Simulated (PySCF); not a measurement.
H2Si2, SMILES [Si]=[SiH2] (connectivity only; charge and spin as stated), neutral, multiplicity 1.

Geometry optimised at TPSSh-D3(BJ)/def2-TZVP. The isomer is the one that the SMILES or the coordinates give; other isomers of the formula were not compared.

Computed with TPSSh-D3(BJ)/def2-TZVP run with PySCF.

Frequencies are harmonic and unscaled.

Computed normal modes with their intensities:
```
mode  ν (cm⁻¹)  IR (km/mol)  Raman (Å⁴/amu)  depolarisation  moving atoms (share of kinetic energy)
----  --------  -----------  --------------  --------------  --------------------------------------
1          246         25.8             2.6            0.75                         H 88 %, Si 12 %
2          363          2.3             7.5            0.75                         H 87 %, Si 13 %
3          532         14.4            83.7            0.26                                 Si 93 %
4          897         55.3             6.2            0.27                                  H 92 %
5         2216         49.0           211.4            0.13                                  H 98 %
6         2240         55.6           108.0            0.75                                  H 95 %
```
